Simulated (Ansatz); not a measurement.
Reaction (cleavage of the B–Si bond): `[SiH3]BCl` + `O[SiH2][SiH3]` → `[SiH3][SiH2]OBCl` + SiH₄

Computed with Ansatz on PBE0-D4/def2-TZVP structures; ΔE is electronic, products minus reactants. CBS: MP2 limit from def2 TZ/QZ plus the TZ coupled-cluster correction, frozen cores. This one scheme is used for every species. Functionals use def2-TZVPP. Each species was taken in one conformer, which may not be the lowest.

`[SiH3]BCl`:

Z-matrix (Å, degrees):
```
Si
B 1 2.016
H 1 1.486 2 113.0
H 1 1.490 2 108.8 3 121.4
H 1 1.490 2 109.0 3 -121.5
Cl 2 1.739 1 121.6 3 -0.7
H 2 1.194 1 122.6 3 179.4
```

`O[SiH2][SiH3]`:

Cartesian coordinates in Å:
```
O -0.730 -0.126 -1.934
Si 0.536 -0.066 -0.872
Si -0.169 0.263 1.343
H -1.396 -0.801 -1.794
H 1.350 -1.316 -0.928
H 1.380 1.067 -1.326
H 1.006 0.255 2.258
H -1.090 -0.833 1.756
H -0.888 1.557 1.497
```

`[SiH3][SiH2]OBCl`:

Z-matrix (Å, degrees):
```
Si
Si 1 2.346
H 1 1.487 2 110.9
H 1 1.488 2 107.7 3 119.2
H 1 1.487 2 110.9 3 -121.6
O 2 1.669 1 112.2 3 60.9
H 2 1.485 1 111.0 3 -58.6
H 2 1.485 1 110.9 3 -179.7
B 6 1.336 2 132.4 1 -0.2
Cl 9 1.756 6 119.3 2 179.9
H 9 1.197 6 122.8 2 -0.1
```

SiH₄:

Z-matrix (Å, degrees):
```
Si
H 1 1.485
H 1 1.485 2 109.5
H 1 1.485 2 109.5 3 -120.0
H 1 1.485 2 109.5 3 120.0
```

```json
{"level": "PBE", "ΔE (kcal/mol)": "-36.1"}
{"level": "CCSD/def2-TZVPP", "ΔE (kcal/mol)": "-40.1"}
```

Q: What does CCSD(T)/CBS give? (Best estimate.)

A: Computed: -39.1 kcal/mol. The listed levels differ from it by 3.0, -1.0 kcal/mol.

Largest T1 diagnostic among the species: 0.014.

In def2-TZVPP, CCSD(T) changes the Hartree–Fock value by +2.8 kcal/mol (the triples alone add +0.1 kcal/mol) and MP2 by +1.6 kcal/mol. The D4 term adds −0.8 kcal/mol with B3LYP and −0.5 kcal/mol with PBE0; it sums over pairs of atoms, weighted by their polarisabilities, and B3LYP, whose exchange is more repulsive, gets the larger term.

B3LYP here is the variant with VWN-RPA as its local correlation; programs differ in this.
